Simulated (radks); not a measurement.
The numbers below are computed, except where a source is named.
Question: Se2-, 36 electrons, occupied as [Kr]. Level of theory: scalar-relativistic Kohn-Sham, LDA (Slater exchange, Perdew-Wang correlation), spin-unpolarised, spherical densities, point nucleus; Watson sphere of charge +2 and radius 4.77 bohr (a radial shooting solver on a logarithmic mesh with Libxc functionals). Some entries of the table are withheld. Estimate them.

orbital,occ.,eigenvalue (Ry),<1/r> (bohr^-1)
1s,2,-917.2084,(1)
2s,2,-117.6214,7.619
2p,6,(2),7.470
3s,2,-15.30860,2.485
3p,6,-10.90142,2.335
3d,10,-3.60231,2.031
4s,2,(3),0.7204
4p,6,-0.28942,0.4890

Answer: 
(1) 1s <1/r> (bohr^-1): 34.51
(2) 2p eigenvalue (Ry): -103.5249
(3) 4s eigenvalue (Ry): -1.01004
